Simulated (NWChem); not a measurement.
System: C₂H₅FOSi; SMILES C=CO[SiH2]F

```xyz
10

C      0.3878    -2.7369    -0.0181
C     -0.2374    -1.5864     0.2124
O     -0.0323    -0.4704    -0.5629
Si    -0.5215     1.0655    -0.1886
F      0.5648     1.8042     0.7413
H      1.1068    -2.8409    -0.8239
H      0.1806    -3.5981     0.6067
H     -0.9654    -1.4654     1.0153
H     -0.6137     1.7933    -1.4679
H     -1.7948     1.0013     0.5699
```
Atoms are numbered in this order, from 1.

Results from NWChem. Pople sets run with spherical d functions. All runs use the structure optimised with B3LYP/6-31G* (spherical d). Level: B3LYP/6-31G* with SMD (1 M gas to 1 M solution), gas-phase geometry. Reactions with the solvent are ignored.

For solvent toluene:

```
Quantity                                     Result
-------------------------------------------  ------
solvation free energy (kcal/mol)               -2.0
cavity-dispersion-structure term (kcal/mol)    -0.1
dipole in solution (D)                         1.60
```

Question: Estimate the same quantities for solvent water.

Answer: The solvation free energy (kcal/mol) comes out as 0.5, the cavity-dispersion-structure term (kcal/mol) comes out as 4.5 and the dipole in solution (D) is 1.83.
